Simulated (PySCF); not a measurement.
Species: phenyl isothiocyanate, C₇H₅NS.
Atom-mapped SMILES: `[S:1]=[C:2]=[N:3][c:4]1[cH:5][cH:6][cH:7][cH:8][cH:9]1` (hydrogens: H10 on C5; H11 on C6; H12 on C7; H13 on C8; H14 on C9)

Level: wB97X-D/pcSseg-2 in PySCF, non-relativistic, on one gas-phase PBE0-D3(BJ)/def2-TZVP geometry that isn't relaxed in the solvent. The solvent is an IEF-PCM continuum (Bondi radii, 1.10 Å for H, scaled by 1.2). Only the electrostatic response of the medium enters.

Gas phase at wB97X-D/pcSseg-2: HOMO -8.41 eV, LUMO 0.28 eV, dipole 3.04 D.

What does the continuum do to the energy, the frontier levels and the dipole at wB97X-D/pcSseg-2 in chloroform?

| solvent | ε | E(solvent) − E(gas) (kcal/mol) | polarisation term (kcal/mol) | distortion of the solute (kcal/mol) | HOMO (eV) | LUMO (eV) | dipole (D) |
| --- | --- | --- | --- | --- | --- | --- | --- |
| chloroform | 4.711 | -2.53 | -2.85 | 0.32 | -8.41 | 0.33 | 3.86 |

Polarisation term: ½ Σ q·V over the induced surface charges. Distortion: the rise of the solute's own energy as its density leaves the gas-phase optimum.

Which radius a makes the point-dipole formula ΔE = −[(ε − 1)/(2ε + 1)]·μ²/a³ give the value in chloroform, with the gas-phase dipole?

μ = 1.197 au and |ΔE| = 0.00404 Eh give a = 2.66 Å; the farthest nucleus lies 4.69 Å from the centroid of the nuclei, so such a sphere wouldn't even hold the nuclei. The formula assumes a rigid point dipole at the centre of a sphere.

Conformer computed: `[S:1]=[C:2]=[N:3][c:4]1[cH:5][cH:6][cH:7][cH:8][cH:9]1`: C2–N3–C4–C5 180°.

The pairwise dispersion term of wB97X-D wasn't added to the energies; at a given geometry it leaves orbitals and properties as they are.
